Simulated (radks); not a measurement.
Problem. The mercury ion Hg13+ is in [Kr] 4d10 4f14 5s2 5p5. All-electron calculation, scalar-relativistic Kohn-Sham, BLYP, spin-polarised, spherical densities, finite nucleus; Fermi nuclear charge, rms radius of each element as measured or else 0.836 A^(1/3) + 0.57 fm. Program: a radial shooting solver on a logarithmic mesh with Libxc functionals. Open shells are filled with parallel spins first. One electron is removed from 4d, 5s, 4f, 5p in turn, with full relaxation. Which removal costs least, and what does each cost?

Solution. 5p 304.84 eV; 4f 362.10 eV; 5s 363.92 eV; 4d 616.04 eV. The 5p electron leaves first.
